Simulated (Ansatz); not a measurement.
C2H6N2, SMILES `C1NCN1` (charge 0, multiplicity 1).

Cartesian coordinates (Å):
```xyz
10

C      0.9985    -0.2582     0.0453
N      0.1697     0.3466    -1.0192
C     -0.9282     0.4506    -0.0345
N      0.0561     0.2712     1.0541
H      2.0126     0.1429     0.1155
H      1.0471    -1.3577     0.0080
H     -0.0215    -0.2616    -1.8044
H     -1.4433     1.4143    -0.0277
H     -1.6738    -0.3567    -0.1047
H     -0.2172    -0.3915     1.7676
```
Charge 0, multiplicity 1.

Frozen-core energies in 6-31g from Ansatz (an electronic-structure program) at a geometry from B3LYP-D3(BJ)/def2-TZVP; the HF reference has <S^2> = 0.00 and the T1 diagnostic is 0.008.

```
level     energy (Ha)  difference from CCSDT(Q) (mHa)
--------  -----------  ------------------------------
HF         -187.95729                          442.70
MP2        -188.35066                           49.32
CCSD       -188.38816                           11.82
CCSD(T)    -188.39836                            1.62
CCSDT      -188.39890                            1.08
CCSDT(Q)   -188.39998                            0.00
```
